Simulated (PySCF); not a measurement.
Si(H)(F)(OH)(OMe) (CH5FO2Si), SMILES CO[SiH](O)F.

Coordinates come from a PBE0-D3(BJ)/def2-SVP optimisation. The structure was generated by enumeration, and PubChem lists no compound with its InChIKey, so it may never have been made. Other conformers were not sampled.

Method: PBE/def2-TZVP run with PySCF.

Isolated molecule, no solvent.

### Question
Estimate the frontier levels, gap, dipole moment and polarisability. (Estimate from the structure and the level; the computed values follow.)

### Answer

```json
{
  "highest_occupied_level": "-7.07 eV",
  "lowest_empty_level": "-0.10 eV",
  "orbital_gap": "6.97 eV",
  "dipole_moment": "1.65 D",
  "quadrupole, principal values (traceless, Buckingham form, about the centre of nuclear charge)": "-6.25, -0.60, 6.85 D·Å",
  "mean_static_polarisability": "44.0 bohr³ (6.53 Å³)",
  "polarisability_principal_values": "38.9, 42.4, 50.8 bohr³"
}
```
